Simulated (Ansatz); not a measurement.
A made-up structure of GeH$_{3}$O (charge +1), closed shell:

| atom | x (Å) | y (Å) | z (Å) |
| --- | --- | --- | --- |
| O1 | 0.8232 | -0.5446 | 0.6655 |
| Ge2 | -0.2268 | 0.4086 | -0.2654 |
| H3 | 0.6118 | -1.4741 | 0.8339 |
| H4 | 1.5042 | 0.0364 | 1.0390 |
| H5 | 0.2884 | 1.8273 | -0.4071 |

It is relaxed with PBE-D4/def2-SVP and then PBE0-D4/def2-TZVP (Ansatz 0.2.0). Atoms count as bonded within 1.22 times the sum of their covalent radii (H–H: 0.88 Å). The end point is not checked to be a true minimum.

Q: Does its bonding change? (A judgement: the text doesn't fix the answer.)

A: Computed: No: no bond forms or breaks.

Where it ends: The first stage lowers the energy by 1.87 eV in 6 steps. It ends as GeH₃O ([OH2][GeH]), total charge +1:
| atom | x (Å) | y (Å) | z (Å) |
| --- | --- | --- | --- |
| O1 | 0.8112 | -0.4759 | 0.6765 |
| Ge2 | -0.5260 | 0.4640 | -0.5150 |
| H3 | 0.7498 | -1.4110 | 0.9196 |
| H4 | 1.5932 | -0.0752 | 1.0838 |
| H5 | 0.3727 | 1.7517 | -0.2991 |

Labels in which every atom is bracketed show which atoms are joined, not bond orders.

For scale, one of the runs: PBE0-D4/def2-TZVP relaxation, 97 basis functions, launched by `ansatz run in.yaml --threads 2 --pin off --events-out ev --progress --plain --max-ram 4352MiB`. Hardware: 2 CPU threads of an Arm Neoverse V2, shared host. Wall time about 6 s.
